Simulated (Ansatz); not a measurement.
FGaH₂Zn, SMILES `[F][Zn][GaH2]`, relaxed with RKS PBE0-D4/def2-TZVP in Ansatz 0.2.0 from a PBE-D4/def2-SVP geometry. The force threshold is 0.005 eV/Å; the program also tests the step.

Total charge 0; spin multiplicity 1.

Start:

```xyz
5

F     0.851    1.624   -2.599
Zn    0.379    0.723   -1.156
Ga   -0.262   -0.498    0.797
H    -0.805   -1.987    0.708
H    -0.162    0.138    2.249
```

```json
{"step": "1", "energy (eV)": "-103532.9595", "largest force (eV/Å)": "0.293", "largest move (Å)": "0.000"}
{"step": "2", "energy (eV)": "-103532.9640", "largest force (eV/Å)": "0.060", "largest move (Å)": "0.014"}
{"step": "3", "energy (eV)": "-103532.9642", "largest force (eV/Å)": "0.019", "largest move (Å)": "0.004"}
{"step": "4", "energy (eV)": "-103532.9643", "largest force (eV/Å)": "0.002", "largest move (Å)": "0.001"}
```

End:

```xyz
5

F     0.852    1.627   -2.602
Zn    0.378    0.723   -1.156
Ga   -0.266   -0.508    0.812
H    -0.803   -1.981    0.705
H    -0.162    0.139    2.241
```

It took 15 s on 2 threads of an Arm Neoverse V2 on a shared host, with 0.38 GiB of host memory at the peak.
